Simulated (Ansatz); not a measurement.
Reactions of CH5AlOSi, SMILES `O[SiH]1[CH2][AlH]1`.

Computed with Ansatz on PBE0-D4/def2-TZVP structures; ΔE is electronic, products minus reactants. CCSD(T)/CBS is the MP2 limit (def2-TZVPP, def2-QZVPP) plus CCSD(T) − MP2 in def2-TZVPP, frozen cores. This one scheme is used for every species, atoms too. DFT in def2-TZVPP. B3LYP here is the variant with VWN-RPA as its local correlation; programs differ in this. No spin–orbit coupling; open shells (•) take unrestricted orbitals. Spin–orbit coupling would lower the free atoms: a little for Al, C, O, Si. Bonds to Se are less sure, by a few kJ/mol each and by 10 to 20 or more in all where they break to atoms, as the def2 sets lack core-valence functions. Scalar relativity is left out up to krypton. Each species was taken in one conformer, which may not be the lowest.

| reaction | B3LYP-D4 (kcal/mol) |
| --- | --- |
| `O[SiH]1[CH2][AlH]1` + H–F → `F[SiH]1[CH2][AlH]1` + H₂O | -11.1 |
| `O[SiH]1[CH2][AlH]1` + H₂Se → `[SeH][SiH]1[CH2][AlH]1` + H₂O | 3.5 |
| `O[SiH]1[CH2][AlH]1` + H₂ → `[CH2]1[AlH][SiH2]1` + H₂O | 15.3 |
| `O[SiH]1[CH2][AlH]1` + HCl → `Cl[SiH]1[CH2][AlH]1` + H₂O | -3.1 |
| `O[SiH]1[CH2][AlH]1` + disilane → `[SiH3][SiH2][SiH]1[CH2][AlH]1` + H₂O | 14.9 |
| `O[SiH]1[CH2][AlH]1` → Al• + C• + 5 H• + O• + Si• | 705.2 |
| `O[SiH]1[CH2][AlH]1` → `C1[O][AlH][SiH2]1` | -9.2 |
| `O[SiH]1[CH2][AlH]1` + SiH₄ → `[SiH3][SiH]1[CH2][AlH]1` + H₂O | 16.7 |

Problem. Give the CCSD(T)/CBS values in the same order. (Best estimate.)

Solution. The calculation gave: -10.9, 1.8, 14.5, -4.0, 13.4, 711.4, -7.3, 15.3 kcal/mol.

Largest T1 diagnostic: 0.018, for Al•.
